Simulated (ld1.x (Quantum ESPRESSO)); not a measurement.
## molybdenum (Mo): ultrasoft pseudisation with PBE, scalar-relativistic reference atom.

- Element: Mo (Z = 42)
- Generator: ld1.x (Quantum ESPRESSO) 7.5
- Type: ultrasoft
- Functional: PBE
- Relativity: scalar-relativistic
- Frozen core: [Kr]
- Valence charge: 6
- Reference configuration: 4d5 5s1 5p0
- Partial waves: 5s (bound): rcut 2.30, rcutus 3.10 bohr; 5s channel at 0.5 Ry: rcut 2.30, rcutus 3.10 bohr; 5p (bound, empty): rcut 2.30, rcutus 3.05 bohr; 5p channel at 0.4 Ry: rcut 2.30, rcutus 3.05 bohr; 4d (bound): rcut 1.05, rcutus 1.40 bohr; 4d channel at 4.3 Ry: rcut 1.05, rcutus 1.40 bohr
- Local potential: all-electron potential smoothed inside 1.55 bohr (lloc = -1)
- Core correction: none
- Augmentation charge: PSQ, radius 0.75 bohr

All-electron outer shells of the reference configuration (PBE, scalar-relativistic, ld1.x):

```tsv
shell	level (eV)	outermost node (bohr)	outermost maximum (bohr)
4s	-64.35	0.51	0.99
4p	-38.49	0.52	1.08
5s	-4.09	1.34	2.93
4d	-3.75	0.53	1.38
5p	-1.04	1.54	4.11
```

(1) Estimate the cutoffs (Ry, on a coarse ladder) from which the occupation-weighted sum of valence levels, in a spherical-Bessel basis at the reference potential, stays within 10 and 1 mRy of its value at 400 Ry.

(2) Does the potential have ghost states?

(3) Is the overlap operator S = 1 + Σ q|β⟩⟨β| positive definite (Bessel basis up to 400 Ry)?

(4) Which valence shell sets the plane-wave cutoff?

## Answers

(1) 45 Ry and 60 Ry.

(2) Ghost states, extra bound levels that the all-electron valence spectrum of the same l lacks: s at -278.4 eV, p at -32.7 eV. A true bound ghost makes a file unfit for plane-wave use.

(3) Yes: its lowest eigenvalue is 0.12 (s channel).

(4) 4d: its level needs 50 Ry to come within 1 mRy, against 6 Ry for 5s.

Its largest configuration-test error is +63 meV (4d4 5s0 5p0). Test run stopped at test 7 of 7 (negative rho).
